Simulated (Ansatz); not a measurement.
A CCSD(T) single point on C$_{2}$H$_{9}$GaOS.

```yaml
crystal:
  periodic: [false, false, false]
  atoms:
    - {symbol: C, position_ang: [-1.952683, 0.399366, 0.180164]}
    - {symbol: Ga, position_ang: [-0.013079, 0.272953, -0.153224]}
    - {symbol: C, position_ang: [1.451818, 0.895744, 0.999349]}
    - {symbol: O, position_ang: [0.216469, -1.927173, -0.001661]}
    - {symbol: S, position_ang: [0.480516, 0.075748, -2.373130]}
    - {symbol: H, position_ang: [-2.211053, 0.034423, 1.177649]}
    - {symbol: H, position_ang: [-2.275883, 1.441545, 0.120373]}
    - {symbol: H, position_ang: [-2.527535, -0.163690, -0.558584]}
    - {symbol: H, position_ang: [2.382708, 0.380575, 0.755173]}
    - {symbol: H, position_ang: [1.226134, 0.719191, 2.053160]}
    - {symbol: H, position_ang: [1.612998, 1.967807, 0.863225]}
    - {symbol: H, position_ang: [-0.620514, -2.381579, 0.141645]}
    - {symbol: H, position_ang: [0.415463, -2.006238, -0.951579]}
    - {symbol: H, position_ang: [1.801739, 0.262131, -2.223763]}
basis:
  gaussian: {orbitals: def2-SVP}
correlation: {method: ccsd_t}
```

```sh
$ ansatz run in.yaml --threads 4 --pin off --events-out ev --progress --plain --max-ram 11315MiB
```

Log, shortened:

```
Functional definition: HF
1370 factors; integrals over basis functions are off by at most 1.3e-3 eV
mean field evaluation 1: about -67376.6227 eV, gradient 4.0e1 eV
mean field evaluation 2: about -67376.6262 eV, gradient 4.0e1 eV
mean field evaluation 4: about -67380.5177 eV, gradient 3.8e0 eV
mean field evaluation 8: about -67380.5653 eV, gradient 2.3e-4 eV
mean field -67380.56530282 eV, -2476.1901026912 hartree, gradient 1.1e-6 eV, S^2 0.000000; 0 other end points of the search recorded, 0 dependent functions left out
17 core orbitals not correlated: weight in the atoms' cores, before any rotation towards them, 1.000 or more for the frozen orbitals, at most 0.000 for the correlated occupied ones
reference -67380.56530282 eV, -2476.1901026912 hartree; 21, 21 occupied and 99, 99 virtual orbitals, 1370 factors
second order -23.11300767 eV of doubles, -0.00000000 eV of singles
cycle   1  -23.66785328 eV  change   -5.5e-1 eV  update   1.1e-1
cycle   2  -24.30903537 eV  change   -6.4e-1 eV  update   3.2e-2
cycle   3  -24.42432879 eV  change   -1.2e-1 eV  update   1.4e-2
cycle   4  -24.42488709 eV  change   -5.6e-4 eV  update   3.1e-3
cycle   5  -24.42389863 eV  change    9.9e-4 eV  update   1.0e-3
cycle   6  -24.42377975 eV  change    1.2e-4 eV  update   3.3e-4
cycle   7  -24.42366060 eV  change    1.2e-4 eV  update   1.1e-4
cycle   8  -24.42365739 eV  change    3.2e-6 eV  update   3.4e-5
perturbative correction -0.68119557 eV, -0.0250334753 hartree
Total energy: -67405.67015578 eV, -2477.1126890208 hartree
```

Hardware: 4 threads of an Arm Neoverse V1 on a shared host. Wall time 25 s, peak host memory 0.91 GiB.

The correlation energy is -25.105 eV, 2.7 % of it from (T); the T1 diagnostic reads 0.0101.
